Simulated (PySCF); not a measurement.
H3NSeZn. Atoms are numbered in the order given.

```xyz
6

Zn    -0.0189     0.8539     0.0000
N      0.1197     2.6788     0.0000
H     -0.2457     3.1624    -0.8202
H     -0.2457     3.1624     0.8202
Se     0.0484    -1.4462     0.0000
H     -1.4275    -1.5221     0.0000
```

Geometry: B3LYP-D3(BJ)/def2-SVP. The structure was generated by enumeration; whether it is a known compound was not checked. The values are those of a single conformer.

Level of theory: HF/pcSseg-1 run with PySCF.

GIAO shieldings, no solvent; atoms alike by connectivity are averaged. δ = σ(ref) − σ: ¹⁵N against NH3 (σ = 267.3 ppm); ¹H against TMS (σ = 31.99 ppm); ⁷⁷Se against Me2Se (σ = 1942.8 ppm), references at their B3LYP-D3(BJ)/def2-TZVP geometries, non-relativistic.

Computed chemical shifts:
| nucleus | atoms | count | δ (ppm) |
|---|---|---|---|
| ¹⁵N | N2 | 1 | -27.3 |
| ¹H | H3, H4 | 2 | -0.31 |
| ¹H | H6 | 1 | -0.33 |
| ⁷⁷Se | Se5 | 1 | -592.2 |
